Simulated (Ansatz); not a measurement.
Single points on Cu₂O⁺.

```yaml
crystal:
  periodic: [false, false, false]
  atoms:
    - {symbol: Cu, position_ang: [-1.129238, -0.987347, 0.671141]}
    - {symbol: Cu, position_ang: [1.396760, 0.774593, -0.386675]}
    - {symbol: O, position_ang: [-0.267522, 0.212744, -0.284466]}
basis:
  gaussian: {orbitals: def2-TZVP, initial_orbitals: start.molden}
total_charge: 1
magnetization: {spin_polarized: true, initial_magnetization: 1}
hamiltonian: {xc: pbe0, dispersion: d4}
output: {orbitals: {seedname: orbitals}}
```

The file start.molden holds the orbitals of an earlier run on this structure, at another level or in another basis.

```sh
$ ansatz run in.yaml --threads 4 --pin off --events-out ev --progress --plain --max-ram 3916MiB
```

Shortened log:

```
Functional definition: PBE0
1146 factors; integrals over basis functions are off by at most 7.3e-4 eV
mean field evaluation 1: about -91305.5125 eV, gradient 5.1e0 eV
mean field evaluation 2: about -91305.6471 eV, gradient 3.0e-1 eV
mean field evaluation 4: about -91305.7599 eV, gradient 1.6e-2 eV
mean field evaluation 8: about -91305.7599 eV, gradient 5.2e-5 eV
mean field evaluation 16: about -91288.5032 eV, gradient 7.9e1 eV
mean field evaluation 32: about -91305.7599 eV, gradient 2.3e-4 eV
mean field -91305.75987215 eV, -3355.4247860347 hartree, gradient 9.8e-6 eV, S^2 0.759995; 3 other end points of the search recorded, 0 dependent functions left out
reference -91305.75990660 eV, -3355.4247873006 hartree; 33, 32 occupied and 88, 89 virtual orbitals, 1146 factors
Total energy: -91305.81017021 eV, -3355.4266344542 hartree
```

Hardware: 4 threads of Arm Neoverse V1 on a shared host. Wall time 6 s.

The first input with `hamiltonian: {xc: {text: "exchange = 0.85*pbe_x + 0.15*exact_x\ncorrelation = pbe_c"}}`, `scf: {omitted_lower_state_checks: [starts]}` (abridged; 3.6 s):

```
Functional definition: unnamed
mean field -91305.86120271 eV, -3355.4285098640 hartree, gradient 5.0e-6 eV, S^2 0.758184
Total energy: -91305.86124199 eV, -3355.4285113075 hartree
Checks for a lower state left out: starts
```

As the first input, with `hamiltonian: {xc: pbe, dispersion: d4}`, `scf: {omitted_lower_state_checks: [starts]}` (abridged; 2.3 s):

```
Functional definition: PBE
mean field -91306.21911190 eV, -3355.4416627840 hartree, gradient 3.9e-6 eV, S^2 0.755069
Total energy: -91306.27898289 eV, -3355.4438630023 hartree
Checks for a lower state left out: starts
```

The first input with `gaussian: {orbitals: def2-TZVPP, initial_orbitals: start.molden}`, `correlation: {method: ccsd_t, frozen_orbitals: {Cu: 9, O: 1}}`, `scf: {omitted_lower_state_checks: [starts, cluster_reference]}` and without the key `hamiltonian` (abridged; 18 s):

```
Functional definition: HF
mean field -91226.82666518 eV, -3352.5240441812 hartree, gradient 4.6e-6 eV, S^2 0.762993
19 core orbitals not correlated: weight in the atoms' cores, before any rotation towards them, 1.000 or more for the frozen orbitals, at most 0.000 for the correlated occupied ones
second order -31.82993602 eV of doubles, -0.00000000 eV of singles
cycle   1  -26.79073791 eV  change     5.0e0 eV  update   2.4e-1
cycle   2  -28.33506063 eV  change    -1.5e0 eV  update   1.5e-1
cycle   3  -28.56349048 eV  change   -2.3e-1 eV  update   5.1e-2
cycle   4  -28.61467603 eV  change   -5.1e-2 eV  update   3.5e-2
cycle   5  -28.59519085 eV  change    1.9e-2 eV  update   1.9e-2
cycle   6  -28.62861943 eV  change   -3.3e-2 eV  update   1.0e-2
cycle   7  -28.64705038 eV  change   -1.8e-2 eV  update   4.9e-3
cycle   8  -28.64595944 eV  change    1.1e-3 eV  update   2.3e-3
cycle   9  -28.64570297 eV  change    2.6e-4 eV  update   1.2e-3
cycle  10  -28.64817494 eV  change   -2.5e-3 eV  update   7.4e-4
cycle  11  -28.64790897 eV  change    2.7e-4 eV  update   5.0e-4
cycle  12  -28.64707357 eV  change    8.4e-4 eV  update   3.1e-4
cycle  13  -28.64752666 eV  change   -4.5e-4 eV  update   2.0e-4
cycle  14  -28.64749849 eV  change    2.8e-5 eV  update   1.0e-4
cycle  15  -28.64754548 eV  change   -4.7e-5 eV  update   5.1e-5
cycle  16  -28.64756172 eV  change   -1.6e-5 eV  update   2.3e-5
perturbative correction -1.17421226 eV, -0.0431515046 hartree
Total energy: -91256.64843915 eV, -3353.6199741610 hartree
Checks for a lower state left out: starts, cluster_reference
```

First input, but with `hamiltonian: {xc: {text: "exchange = 0.95*pbe_x + 0.05*exact_x\ncorrelation = pbe_c"}}`, `scf: {omitted_lower_state_checks: [starts]}` (abridged; 2.9 s):

```
Functional definition: unnamed
mean field -91306.07248042 eV, -3355.4362741768 hartree, gradient 2.3e-6 eV, S^2 0.756057
Total energy: -91306.07252450 eV, -3355.4362757964 hartree
Checks for a lower state left out: starts
```

The first input with `hamiltonian: {xc: {text: "exchange = 0.90*pbe_x + 0.10*exact_x\ncorrelation = pbe_c"}}`, `scf: {omitted_lower_state_checks: [starts]}` (abridged; 3 s):

```
Functional definition: unnamed
mean field -91305.95317054 eV, -3355.4318896194 hartree, gradient 3.0e-6 eV, S^2 0.757117
Total energy: -91305.95321223 eV, -3355.4318911514 hartree
Checks for a lower state left out: starts
```

First input, but with `hamiltonian: {xc: {text: "exchange = 0.65*pbe_x + 0.35*exact_x\ncorrelation = pbe_c"}}`, `scf: {omitted_lower_state_checks: [starts]}` (abridged; 4.5 s):

```
Functional definition: unnamed
mean field -91305.76779104 eV, -3355.4250770483 hartree, gradient 4.9e-6 eV, S^2 0.760929
Total energy: -91305.76782071 eV, -3355.4250781389 hartree
Checks for a lower state left out: starts
```

Geometry: r2SCAN-D4/def2-TZVP.

Correlated methods freeze 19 core orbitals. The structure comes from a short search, and lower isomers may exist.
